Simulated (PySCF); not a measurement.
Job file and geometry (Å, from PBE0-D3(BJ)/def2-SVP) of an NMR shielding run on `C1[SiH](O)CCC1`, C4H10OSi, GIAO CAM-B3LYP/pcSseg-2 NMR shielding, non-relativistic, gas phase (PySCF); density fitting, a coarse starting grid and PySCF grid level 2 are the driver's defaults:

```
$ OMP_NUM_THREADS=1 python probes_run.py task.json out

{"job": {"kind": "nmr", "xc": "CAM-B3LYP", "basis": "pcSseg-2", "pop": false}, "charge": 0, "multiplicity": 1}
O      2.422442     0.832148     0.208178
Si     0.980499     0.290492     0.861065
C      0.410528    -1.420983     0.279910
C     -0.768445    -1.117778    -0.657874
C     -1.551171     0.071903    -0.089084
C     -0.562444     1.201343     0.240489
H      2.470641     0.880595    -0.750399
H      1.208434     0.384067     2.330309
H      1.202385    -2.019668    -0.196254
H      0.065007    -1.995697     1.157431
H     -1.421798    -1.992939    -0.808386
H     -0.384149    -0.845795    -1.657848
H     -2.343687     0.399896    -0.781662
H     -2.063242    -0.249605     0.835500
H     -0.969645     1.938634     0.948760
H     -0.296495     1.760419    -0.674940
```

Question: Write the output of this run.

Answer: 
```
coarse grid: 13256 points
cycle   1  E = -523.1013516649  dE =  6.525e-01  |g| = 7.757e-01  |ddm| = 2.626e+00
cycle   2  E = -523.0424833111  dE =  5.887e-02  |g| = 9.928e-01  |ddm| = 1.061e+00
cycle   3  E = -523.2139354902  dE = -1.715e-01  |g| = 8.725e-02  |ddm| = 6.244e-01
cycle   4  E = -523.2151959883  dE = -1.260e-03  |g| = 3.929e-02  |ddm| = 7.214e-02
cycle   5  E = -523.2155566710  dE = -3.607e-04  |g| = 6.416e-03  |ddm| = 3.280e-02
cycle   6  E = -523.2155656307  dE = -8.960e-06  |g| = 1.217e-03  |ddm| = 6.542e-03
final grid: 121688 points
cycle   7  E = -523.2232765716  dE = -7.051e-05  |g| = 4.418e-03  |ddm| = 3.448e-02
cycle   8  E = -523.2232767603  dE = -1.886e-07  |g| = 4.171e-03  |ddm| = 6.290e-03
cycle   9  E = -523.2232809427  dE = -4.182e-06  |g| = 3.236e-04  |ddm| = 3.142e-03
cycle  10  E = -523.2232809647  dE = -2.200e-08  |g| = 1.158e-04  |ddm| = 3.646e-04
cycle  11  E = -523.2232809666  dE = -1.876e-09  |g| = 4.207e-05  |ddm| = 1.065e-04
cycle  12  E = -523.2232809669  dE = -2.926e-10  |g| = 1.049e-05  |ddm| = 2.648e-05
converged SCF energy = -523.2232809669

GIAO shielding tensors (ppm)
atom      isotropic    diamagn.    paramagn.     s11        s22        s33       span
  0 O      290.376     381.130     -90.754    273.804    290.890    306.435     32.631
  1 Si     306.499     874.588    -568.089    257.816    317.147    344.535     86.719
  2 C      166.201     244.779     -78.578    156.591    170.279    171.732     15.141
  3 C      152.431     240.120     -87.689    137.141    152.908    167.244     30.104
  4 C      153.029     238.879     -85.850    134.784    154.910    169.394     34.610
  5 C      164.949     245.857     -80.908    153.354    159.111    182.380     29.026
  6 H       30.862      32.435      -1.573     23.124     27.135     42.328     19.203
  7 H       26.288      28.690      -2.402     23.022     24.657     31.184      8.161
  8 H       30.535      30.202       0.333     26.833     27.946     36.827      9.994
  9 H       30.917      30.391       0.526     26.395     28.457     37.900     11.505
 10 H       29.353      29.515      -0.162     24.314     27.507     36.238     11.924
 11 H       30.154      31.411      -1.258     25.927     28.394     36.140     10.212
 12 H       29.363      29.369      -0.006     24.277     27.547     36.265     11.988
 13 H       30.304      30.360      -0.056     25.587     28.422     36.903     11.316
 14 H       30.110      30.053       0.057     25.890     27.911     36.529     10.639
 15 H       31.134      31.764      -0.630     27.319     28.754     37.328     10.010
```

Question: Turn these shieldings into chemical shifts. Referencing at the same level of theory: ¹⁷O (329.76 ppm) against H2O; ²⁹Si (328.96 ppm), ¹³C (182.55 ppm), ¹H (31.34 ppm) vs TMS.

Answer: Averaging equivalent atoms: O 0: 39.4; Si 1: 22.5; C 3/4: 29.8; C 2/5: 17.0; H 7: 5.05; H 11/12: 1.58; H 10/13: 1.51; H 9/14: 0.82; H 8/15: 0.50; H 6: 0.47 ppm. Experimental scales use liquid or dissolved standards, which lie at an offset from isolated H2O (liquid H2O: subtract about 36 ppm).

Size and cost of the density-fitted run: 363 basis functions, 92 s wall time on 1 thread of an Arm Neoverse V1, shared host; peak memory 2.1 GiB.
